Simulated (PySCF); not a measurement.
CCl3, SMILES Cl[C](Cl)Cl, multiplicity 2.

Geometry optimised at B3LYP-D3(BJ)/def2-SVP. The isomer is the one that the SMILES or the coordinates give; other isomers of the formula were not compared.

All values below come from TDA-CAM-B3LYP/def2-SVPD run with PySCF.

Vertical excitations; the highest root listed may be one member of a degenerate set. 

Computed lowest excited states:
```
state    energy (eV)  λ (nm)      f                                                    main pairs
-------  -----------  ------  -----  ------------------------------------------------------------
root 1          3.91     317  0.000                                              α HOMO→LUMO 95 %
root 2          4.89     253  0.000                                              β HOMO→LUMO 99 %
root 3          5.42     229  0.002  α HOMO→LUMO+2, α HOMO→LUMO+5, β HOMO−1→LUMO (degenerate set)
root 4          5.42     229  0.002  α HOMO→LUMO+1, α HOMO→LUMO+4, β HOMO−2→LUMO (degenerate set)
root 5          5.64     220  0.038  α HOMO→LUMO+2, α HOMO→LUMO+5, β HOMO−1→LUMO (degenerate set)
root 6          5.64     220  0.038  α HOMO→LUMO+1, α HOMO→LUMO+4, β HOMO−2→LUMO (degenerate set)
root 7          5.96     208  0.028                                β HOMO−3→LUMO (degenerate set)
root 8          5.96     208  0.028                                β HOMO−4→LUMO (degenerate set)
root 9          6.26     198  0.000                        α HOMO−1→LUMO 64 %, β HOMO→LUMO+1 22 %
root 10         6.45     192  0.014                                            α HOMO→LUMO+3 94 %
```
Unrestricted roots are not spin-pure.
